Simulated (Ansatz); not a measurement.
The same path of CH4OSSi (8 atoms, charge 0, multiplicity 1) was run twice with different band settings. The coordinate that changes most is the dihedral O1–C2–S4–H8.

Computed with RKS B3LYP/STO-3G in Ansatz.

Relaxed end points:

```xyz
8
Properties=species:S:1:pos:R:3
O -1.165 0.417 -0.830
C -0.191 -0.200 -0.018
Si 1.053 0.685 0.929
S -0.694 -1.879 0.297
H -0.785 1.355 -1.004
H 1.518 1.665 -0.048
H 2.135 -0.278 1.061
H -1.871 -1.764 -0.388
```

```xyz
8
Properties=species:S:1:pos:R:3
O -1.328 0.664 -1.022
C -0.464 -0.094 -0.211
Si 0.815 0.623 0.840
S -1.202 -1.710 -0.044
H -0.846 1.566 -1.117
H 1.401 1.600 -0.076
H 1.800 -0.448 0.922
H -0.176 -2.200 0.708
```

Common settings: movable images 7; climbing image yes; optimiser quadratic models (default); start path IDPP; force threshold 0.05 eV/Å; iteration limit 60; end points relaxed.

| run | spring |
| --- | --- |
| 1 | 5.0 eV/Å² |
| 2 | 20.0 eV/Å² |

(1) What does each run give, and how far can it be trusted?

Results:

(1) Run 1: converged after 7 iterations, highest image 0.358 eV above the first end. A vibrational analysis at the climbing image gives one clearly imaginary mode, 326i cm⁻¹: a first-order saddle point.
Run 2: converged after 7 iterations, highest image 0.358 eV above the first end. Another band between the same ends (7 images) ends at a top of the same energy, where a vibrational analysis finds 1 clearly imaginary mode.
Limits of this set-up: minimal basis.
